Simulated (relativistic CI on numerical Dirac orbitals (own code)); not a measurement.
## Spin-allowed bands of a d8 ion in an octahedral site, by hand

Problem. Take Δ = 13050 cm⁻¹ and B = 610 cm⁻¹ for a d8 ion in an octahedral site. Calculate the three spin-allowed bands.

Working.
1. The terms of highest spin are 3F (energy 0) and 3P (15B = 9150 cm⁻¹). Here the F term splits into A2 at −1.2Δ = -15660, T2 at −0.2Δ = -2610 and T1 at +0.6Δ = 7830 cm⁻¹.
2. The two T1 states mix through the element 0.4Δ: H = [[7830, 5220], [5220, 9150]], with roots ½(H₁₁ + H₂₂) ∓ ½√[(H₂₂ − H₁₁)² + 4H₁₂²] = ½(16980) ∓ ½(10523) = 3228 and 13752 cm⁻¹.
3. The ground term is 3A2 at -15660 cm⁻¹.
4. Bands: 3T2 13050 cm⁻¹ (766 nm), 3T1(F) 18888 cm⁻¹ (529 nm), 3T1(P) 29412 cm⁻¹ (340 nm).

Check. Exact diagonalisation of the whole d8 shell with these parameters gives 3T2 13050, 3T1 18888, 3T1 29412 cm⁻¹. The match is exact, since without spin-orbit coupling no other term has this spin. The ratio of the second band to the first, 1.447, depends on Δ/B = 21.4 alone, which is how a Tanabe-Sugano diagram is read.
